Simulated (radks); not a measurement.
Task: Neutral hafnium: order these configurations by energy. Method: Dirac Kohn-Sham, relativistic LDA (MacDonald-Vosko exchange, VWN5 correlation), spin-unpolarised, spherical densities, finite nucleus; Fermi nuclear charge, rms radius of each element as measured or else 0.836 A^(1/3) + 0.57 fm; computed with a radial shooting solver on a logarithmic mesh with Libxc functionals. Sub-shells are occupied by j as written (lower j first in brackets). [Xe] 4f14 5d(3/2: 1, 5/2: 0) 6s2 6p(1/2: 1, 3/2: 0); [Xe] 4f14 5d(3/2: 2, 5/2: 0) 6s1 6p(1/2: 1, 3/2: 0); [Xe] 4f14 5d(3/2: 2, 5/2: 0) 6s2; [Xe] 4f14 5d(3/2: 3, 5/2: 0) 6s1.

Result: From the lowest, in eV above it: [Xe] 4f14 5d(3/2: 2, 5/2: 0) 6s2 0.000; [Xe] 4f14 5d(3/2: 1, 5/2: 0) 6s2 6p(1/2: 1, 3/2: 0) 1.959; [Xe] 4f14 5d(3/2: 3, 5/2: 0) 6s1 2.358; [Xe] 4f14 5d(3/2: 2, 5/2: 0) 6s1 6p(1/2: 1, 3/2: 0) 3.524.
